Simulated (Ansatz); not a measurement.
Compare A (`F[C@H]1COC[C@@H]1F`) with its isomer B (`FC1(F)CCOC1`).

Isolated molecules relaxed with PBE0-D4/def2-TZVP in Ansatz; ΔE leaves out vibrations. CCSD(T)/CBS is the MP2 limit (def2-TZVPP, def2-QZVPP) plus CCSD(T) − MP2 in def2-TZVPP, frozen cores. Functionals use def2-TZVPP.

Question: Which is lower in electronic energy at CCSD(T)/CBS, and by how much? (An estimate is asked.)

Answer: Computed: B, by 36.2 kJ/mol.

Question: Give E(B) − E(A) in kJ/mol with PBE0-D4, CCSD(T)/def2-SVP, PBE-D4, BLYP-D4, ωB97M-V, HF/def2-TZVPP, MP2/def2-TZVPP. (Best estimate.)

Answer: Computed: PBE0-D4 -37.8, CCSD(T)/def2-SVP -38.8, PBE-D4 -36.5, BLYP-D4 -31.8, ωB97M-V -37.4, HF/def2-TZVPP -35.0, MP2/def2-TZVPP -37.6. None reverses the order clearly.

Question: Does the order hold for the free energy at 298.15 K (harmonic terms from PBE0-D4)? (An estimate is asked.)

Answer: Computed: Yes: G(B) − G(A) = -37.9 kJ/mol. Modes under 60 cm⁻¹, often nearly free rotors, make the harmonic entropy too high.

Largest T1 diagnostic: 0.011.

Leaving LDA and LC-ωPBE aside and taking each functional with its dispersion term where it has one, the values, not all of them listed here, spread over 7.7 kJ/mol, from r2SCAN0-D4 to BLYP-D4. LDA lies −4.8 kJ/mol from PBE without D4.
